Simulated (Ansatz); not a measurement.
Isolated molecules relaxed with PBE0-D4/def2-TZVP in Ansatz; ΔE leaves out vibrations. CCSD(T)/CBS is the MP2 limit (def2-TZVPP, def2-QZVPP) plus CCSD(T) − MP2 in def2-TZVPP, frozen cores. This one scheme is used for every species. Functionals use def2-TZVPP. B3LYP here is the variant with VWN-RPA as its local correlation; programs differ in this.

Reaction (hydrogenolysis of a C–F bond): `FC(F)C(F)(F)F` + H₂ → `FCC(F)(F)F` + H–F

```json
{"level": "PBE-D4", "ΔE (kJ/mol)": "-71.9", "difference from CCSD(T)/CBS": "15.4"}
{"level": "revPBE-D4", "ΔE (kJ/mol)": "-70.8", "difference from CCSD(T)/CBS": "16.5"}
{"level": "B97M-V", "ΔE (kJ/mol)": "-71.2", "difference from CCSD(T)/CBS": "16.1"}
{"level": "B3LYP-D4", "ΔE (kJ/mol)": "-76.1", "difference from CCSD(T)/CBS": "11.2"}
{"level": "BHLYP-D4", "ΔE (kJ/mol)": "-80.3", "difference from CCSD(T)/CBS": "7.0"}
{"level": "CAM-B3LYP-D4", "ΔE (kJ/mol)": "-74.7", "difference from CCSD(T)/CBS": "12.6"}
{"level": "PBE", "ΔE (kJ/mol)": "-73.5", "difference from CCSD(T)/CBS": "13.8"}
{"level": "PBE0", "ΔE (kJ/mol)": "-79.9", "difference from CCSD(T)/CBS": "7.4"}
{"level": "r2SCANh", "ΔE (kJ/mol)": "-71.2", "difference from CCSD(T)/CBS": "16.1"}
{"level": "SCS-MP2/def2-TZVPP", "ΔE (kJ/mol)": "-84.1", "difference from CCSD(T)/CBS": "3.2"}
{"level": "CCSD(T)/CBS", "ΔE (kJ/mol)": "-87.3", "difference from CCSD(T)/CBS": "0"}
```

What do rigid-rotor, harmonic-oscillator terms from PBE0-D4/def2-TZVP frequencies (298.15 K, 1 bar) make of the CCSD(T)/CBS value? (Best estimate.)

Ansatz gave: ΔZPE = +18.6 kJ/mol, ΔH = -70.4 kJ/mol, ΔS = 26 J/(mol·K), ΔG = -78.1 kJ/mol.

Largest T1 diagnostic among the species: 0.012.

From PBE to PBE0 (25 % exact exchange), in def2-TZVPP and without D4, ΔE moves by −6.4 kJ/mol. At CCSD(T), def2-SVP lies +24.4 kJ/mol from the extrapolated value and def2-TZVPP +5.7 kJ/mol. Leaving LDA and LC-ωPBE aside and taking each functional with its dispersion term where it has one, the values, not all of them listed here, spread over 15.9 kJ/mol, from PBE-QIDH to r2SCAN-D4. LDA lies +7.8 kJ/mol from PBE without D4.
